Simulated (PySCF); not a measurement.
PySCF input for NbCl4, SMILES [Cl][Nb]([Cl])([Cl])[Cl] (connectivity only; charge and spin as stated), neutral, multiplicity 2, PBE-D3(BJ)/def2-SVP. Geometry: PBE-D3(BJ)/def2-SVP. The spin state was assumed, not searched. The isomer is the one that the SMILES or the coordinates give; other isomers of the formula were not compared. The def2 effective core potentials stand for the cores of Nb; spin–orbit coupling is left out.

```python
import numpy as np
from pyscf import gto, scf, dft, df
from pyscf.hessian import thermo

mol = gto.M(
    atom='''
    Nb    0.00000000    0.00000000    0.00000000
    Cl    1.40628066   -1.40628066    1.13598961
    Cl   -1.40628066    1.40628066    1.13598961
    Cl    1.40628066    1.40628066   -1.13598961
    Cl   -1.40628066   -1.40628066   -1.13598961
    ''',
    basis='def2-SVP',
    ecp={'Nb': 'def2-svp'},
    charge=0,
    spin=1,
    max_memory=1600,
    verbose=3,
)
mf = dft.UKS(mol, xc='pbe').density_fit(auxbasis='def2-universal-jkfit')
mf.disp = 'd3bj'
mf.grids.level = 3
mf.conv_tol = 1e-11
mf.max_cycle = 100
mf.kernel()
fine, coarse = mf.grids, dft.Grids(mol).set(level=1).build(with_non0tab=True)
for _ in range(3):  # follow internal instabilities
    mf.grids = coarse
    mo, _, stable, _ = mf.stability(return_status=True, nroots=4)
    mf.grids = fine
    if stable:
        break
    mf.kernel(mf.make_rdm1(mo, mf.mo_occ))

# [left out here: the lines that compute and print the analytic Hessian (its translational invariance restored by hand, since the grid's response is missing), thermochemistry and intensities]
```

Program output:

```

WARN: HOMO -0.503757453946234 >= LUMO -0.50375745394623


WARN: HOMO 0.0309474036897055 >= LUMO 0.0313107172414211

converged SCF energy = -1896.72055255703  <S^2> = 0.75310072  2S+1 = 2.0030983
<class 'pyscf.df.df_jk.DFUKS'> wavefunction is stable in the internal stability analysis

WARN: DFTD3 does not support analytical Hessian, using finite difference


WARN: Mole.unit (angstrom) is changed to Bohr

Mode                                 0                   1                   2
Irrep
Freq [cm^-1]                       72.3421             86.2267            105.9108
Reduced mass [au]                  35.4500             43.8770             40.9856
Force const [Dyne/A]                0.1093              0.1922              0.2709
Char temp [K]                     104.0842            124.0610            152.3821
Normal mode                   x     y     z       x     y     z       x     y     z
       0  Nb                -0.00  0.00 -0.00    0.00 -0.00 -0.06   -0.01  0.05 -0.00
       1  Cl                 0.03 -0.03 -0.07   -0.04  0.04  0.04   -0.05 -0.02 -0.05
       2  Cl                -0.03  0.03 -0.07    0.04 -0.04  0.04   -0.05 -0.02  0.05
       3  Cl                 0.03  0.03  0.07    0.04  0.04  0.04    0.06 -0.04 -0.03
       4  Cl                -0.03 -0.03  0.07   -0.04 -0.04  0.04    0.06 -0.04  0.03
Mode                                 3                   4                   5
Irrep
Freq [cm^-1]                      105.9112            107.3401            371.4749
Reduced mass [au]                  40.9855             35.4500             35.4500
Force const [Dyne/A]                0.2709              0.2407              2.8822
Char temp [K]                     152.3826            154.4385            534.4697
Normal mode                   x     y     z       x     y     z       x     y     z
       0  Nb                -0.05 -0.01  0.00    0.00  0.00  0.00   -0.00  0.00  0.00
       1  Cl                 0.04  0.06 -0.03   -0.06 -0.06  0.00   -0.05  0.05 -0.04
       2  Cl                 0.04  0.06  0.03    0.06  0.06  0.00    0.05 -0.05 -0.04
       3  Cl                 0.02 -0.05  0.05   -0.06  0.06 -0.00   -0.05 -0.05  0.04
       4  Cl                 0.02 -0.05 -0.05    0.06 -0.06 -0.00    0.05  0.05  0.04
Mode                                 6                   7                   8
Irrep
Freq [cm^-1]                      398.3058            426.3430            426.3433
Reduced mass [au]                  43.3148             46.5572             46.5572
Force const [Dyne/A]                4.0487              4.9860              4.9860
Char temp [K]                     573.0734            613.4127            613.4131
Normal mode                   x     y     z       x     y     z       x     y     z
       0  Nb                -0.00 -0.00  0.06    0.02  0.06  0.00   -0.06  0.02 -0.00
       1  Cl                -0.04  0.04 -0.04    0.03 -0.03  0.02    0.05 -0.05  0.04
       2  Cl                 0.04 -0.04 -0.04    0.03 -0.03 -0.02    0.05 -0.05 -0.04
       3  Cl                 0.04  0.04 -0.04   -0.05 -0.05  0.04    0.03  0.03 -0.02
       4  Cl                -0.04 -0.04 -0.04   -0.05 -0.05 -0.04    0.03  0.03  0.02
temperature 298.1500 [K]
pressure 101325.00 [Pa]
Rotational constants [GHz] 1.09055 1.09055 0.90109
Symmetry number 4
Zero-point energy (ZPE) 0.00478 [Eh]   12561.974 [J/mol]
                           tot       elec      trans        rot        vib
Entropy [J/mol/K]       387.381      5.763    176.820    114.348     90.449
Cv [J/mol/K]             90.166      0.000     12.472     12.472     65.223
Cp [J/mol/K]             98.481      0.000     20.786     12.472     65.223
Internal energy [J/mol]                      3718.434   3718.434  25521.553
Internal energy [Eh]   -1896.70800  -1896.72055
Enthalpy [J/mol]                             6197.391   3718.434  25521.553
Enthalpy [Eh]          -1896.70706
Gibbs free energy [J/mol]                  -46521.637 -30374.468  -1445.939
Gibbs free energy [Eh] -1896.75105
mode   freq/cm-1   IR/(km/mol)
   1       72.34         0.000
   2       86.23         3.985
   3      105.91         2.066
   4      105.91         2.066
   5      107.34         0.000
   6      371.47         0.000
   7      398.31        65.409
   8      426.34        90.028
   9      426.34        90.028
max |gradient| / (hartree/bohr): 3.772077315376658e-05
APT charges: [ 1.9164 -0.4792 -0.4792 -0.4792 -0.4792]
```

The run converged.

Cost: roughly 2.7 core-minutes.
